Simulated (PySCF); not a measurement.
Computed IR spectrum (relative IR intensity) of a molecule CH9ClOSi3. Geometry optimised at B3LYP-D3(BJ)/def2-SVP. The values are those of a single conformer. All values below come from PySCF with B3LYP-D3(BJ)/def2-SVP. Frequencies are harmonic and unscaled.

Lines under 2 % of the strongest are left out, and lines within 2 cm⁻¹ are merged.

ν (cm⁻¹): 142 (vw), 198 (vw), 276 (vw), 416 (w), 458 (vw), 505 (vw), 533 (m), 544 (vw), 673 (w), 720 (s), 742 (w), 795 (vs), 834 (m), 885 (s), 940 (m), 945 (w), 949 (m), 1145 (s), 1206 (m), 1482 (w), 2204 (m), 2210 (m), 2214 (m), 2221 (m), 2228 (m), 2234 (s), 2980 (m), 3044 (w), 3108 (w) (against the strongest line: vs over 80 %, s over 45 %, m over 15 %, w over 4 %, vw less)

Which molecule gave these data?
(A) [SiH3]OC[SiH2][SiH2]Cl
(B) CO[Si@H]([SiH3])[SiH2]Cl
(C) C[Si@H](O[SiH3])[SiH2]Cl
(D) C[Si@H](O)[Si@H]([SiH3])Cl

B, CO[Si@H]([SiH3])[SiH2]Cl
